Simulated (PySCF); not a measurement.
4-methylene-2,5-cyclohexadiene-1-one, C7H6O.
Structure used (PBE0-D3(BJ)/def2-SVP), in Å, numbered top down from 1:
```
atom  x, y, z in Å
C1     2.3703   -0.0796   -0.2511
C2     1.0288   -0.0224   -0.0946
C3     0.3163    1.2502   -0.0893
C4    -1.0206    1.3115    0.0666
C5    -1.8395    0.0961    0.2412
O6    -3.0494    0.1442    0.3831
C7    -1.1038   -1.1834    0.2335
C8     0.2334   -1.2327    0.0766
H9     2.9654    0.8282   -0.3789
H10    2.9009   -1.0351   -0.2543
H11    0.9058    2.1628   -0.2168
H12   -1.5621    2.2601    0.0720
H13   -1.7073   -2.0848    0.3620
H14    0.7602   -2.1914    0.0736
```

Jobs on this species (14 atoms, 56 electrons) with PySCF (density fitting). Hardware of each: an Arm Neoverse V1 with one thread, shared host. Other jobs ran on the host; a repeat could differ by tens of per cent or more.

Question: Rank these jobs by wall time, shortest first.
A. PBE0/pcSseg-1; shieldings, ring-centre shieldings, charges and field gradients; 166 basis functions
B. delta-SCF UKS SCAN, pcX-2 on the ionised atom, pcseg-1 elsewhere, spin-free X2C; ΔSCF core ionisation, 6 holes; 173 basis functions
C. wB97X-D/def2-SVPD; 10 singlets by full TDDFT, 4 Tamm–Dancoff triplets, polarisability, ΔSCF ions; 211 basis functions

Answer: A (21 s), B (1.8 min), C (3.6 min).

All jobs:

```json
{"level and settings": "PBE0/pcSseg-1", "work": "shieldings, ring-centre shieldings, charges and field gradients", "basis functions": "166", "SCF cycles": "16", "wall time": "21 s"}
{"level and settings": "PBE0-D3(BJ)/def2-SVP, grid level 1", "work": "geometry optimisation from a GFN2-xTB start", "basis functions": "142", "SCF cycles": "23", "wall time": "25 s"}
{"level and settings": "mPW1PW91/pcSseg-1", "work": "shieldings, ring-centre shieldings", "basis functions": "166", "SCF cycles": "16", "wall time": "32 s"}
{"level and settings": "B3LYP/pcJ-1", "work": "spin–spin couplings from 13 perturbed nuclei, spin–dipole term left out", "basis functions": "276", "SCF cycles": "17", "wall time": "94 s"}
{"level and settings": "delta-SCF UKS SCAN, pcX-2 on the ionised atom, pcseg-1 elsewhere, spin-free X2C", "work": "ΔSCF core ionisation, 6 holes", "basis functions": "173", "SCF cycles": "167", "wall time": "1.8 min"}
{"level and settings": "wB97X-D/def2-SVPD", "work": "10 singlets by full TDDFT, 4 Tamm–Dancoff triplets, polarisability, ΔSCF ions", "basis functions": "211", "SCF cycles": "15", "wall time": "3.6 min"}
```

Question: What do all jobs in the table cost together?

Answer: About 8.3 min; the longest takes about 44 % of that, and about 10 times as long as the shortest.
